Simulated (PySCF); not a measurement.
The dipole of `C=C([SiH3])C(C)C` from its density and from atomic charges.

Coordinates (GFN2-xTB, Å) and charges (e) from the PBE0/pcSseg-1 density (PySCF):

| atom | x | y | z | Mulliken | IAO | Hirshfeld | ESP-fitted |
| --- | --- | --- | --- | --- | --- | --- | --- |
| C1 | 0.776 | -0.941 | 1.774 | -0.0820 | -0.3050 | -0.0989 | -0.5002 |
| C2 | 0.534 | -0.326 | 0.623 | -0.4793 | -0.2459 | -0.0741 | -0.1071 |
| Si3 | 1.990 | 0.222 | -0.455 | +0.5095 | +0.5755 | +0.3052 | +0.3181 |
| C4 | -0.887 | -0.073 | 0.187 | -0.3017 | -0.0870 | -0.0194 | +0.5017 |
| C5 | -1.142 | 1.423 | 0.007 | -0.2139 | -0.4166 | -0.1187 | -0.5897 |
| C6 | -1.196 | -0.836 | -1.101 | -0.2107 | -0.4158 | -0.1187 | -0.5907 |
| H7 | 1.779 | -1.140 | 2.117 | +0.1076 | +0.1406 | +0.0432 | +0.2062 |
| H8 | -0.015 | -1.276 | 2.430 | +0.1061 | +0.1414 | +0.0437 | +0.1786 |
| H9 | 2.812 | -0.950 | -0.769 | -0.0727 | -0.1131 | -0.0779 | -0.0826 |
| H10 | 1.556 | 0.833 | -1.715 | -0.0894 | -0.1191 | -0.0744 | -0.0921 |
| H11 | 2.785 | 1.206 | 0.286 | -0.0709 | -0.1135 | -0.0782 | -0.0819 |
| H12 | -1.560 | -0.442 | 0.972 | +0.1055 | +0.1259 | +0.0373 | -0.0186 |
| H13 | -0.525 | 1.826 | -0.792 | +0.1123 | +0.1342 | +0.0359 | +0.1533 |
| H14 | -2.187 | 1.600 | -0.241 | +0.1146 | +0.1397 | +0.0417 | +0.1427 |
| H15 | -0.909 | 1.958 | 0.924 | +0.1200 | +0.1427 | +0.0381 | +0.1322 |
| H16 | -2.236 | -0.692 | -1.385 | +0.1139 | +0.1392 | +0.0415 | +0.1412 |
| H17 | -1.018 | -1.900 | -0.960 | +0.1197 | +0.1427 | +0.0379 | +0.1341 |
| H18 | -0.565 | -0.488 | -1.915 | +0.1114 | +0.1342 | +0.0359 | +0.1547 |

Question: Form Σ q r in debye for every column and set it beside the full dipole.

Answer: The full density gives (-0.68, -0.10, 0.19) D, 0.71 D in size; dipole vectors point from the negative to the positive end.

```
    scheme     μx     μy     μz  size (D)  share of the full size (%)  angle to the full dipole (°)
  Mulliken   0.40   0.52  -1.04      1.23                         173                           127
       IAO   0.10   0.22  -0.43      0.50                          70                           120
 Hirshfeld  -0.22   0.01  -0.01      0.22                          31                            20
ESP-fitted  -0.67  -0.09   0.18      0.70                          99                             1
```

Question: Which set comes closest?

Answer: Length of the difference vector: ESP-fitted 0.02 D, Hirshfeld 0.51 D, IAO 1.05 D, Mulliken 1.75 D. Closest: ESP-fitted. 

Question: What is left for the Hirshfeld atoms' own dipoles?

Answer: The Hirshfeld atoms' densities add up to the full density, so μ = Σ q r + Σ (atomic dipoles). The atomic dipoles sum to (-0.68, -0.10, 0.19) − (-0.22, 0.01, -0.01) = (-0.46, -0.11, 0.20) D, 0.51 D in size.

Question: With the origin at the mean of the coordinates, (0.000, 0.000, -0.001) Å, which are the largest single terms, by size, of the Mulliken dipole along the direction of the full one?

Answer: Si3 -5.02, C4 -1.31, H16 +1.01, H14 +0.99, H9 +0.96 D; all 18 atoms together -0.74 D. The single terms depend on the origin, their sum doesn't.

Question: Give the size of the full dipole in other units.

Answer: 0.71 D = 0.279 au = 0.148 e·Å = 2.37 × 10⁻³⁰ C·m.

The structure is a single GFN2-xTB conformer in the gas phase; no vibrational or solvent corrections. GFN2-xTB frequencies show an imaginary mode (70i cm⁻¹), so this geometry is no minimum at that level.

The run behind these numbers computed NMR shieldings as well. Hardware: an Arm Neoverse N1 with one thread, shared host. Cost: 54 s of wall time (grids of density and orbitals included), 0.77 GiB resident at most.

Shape of the structure used: `[CH2:1]=[C:2]([SiH3:3])[CH:4]([CH3:5])[CH3:6]`: C1–C2–C4–C5 120°.
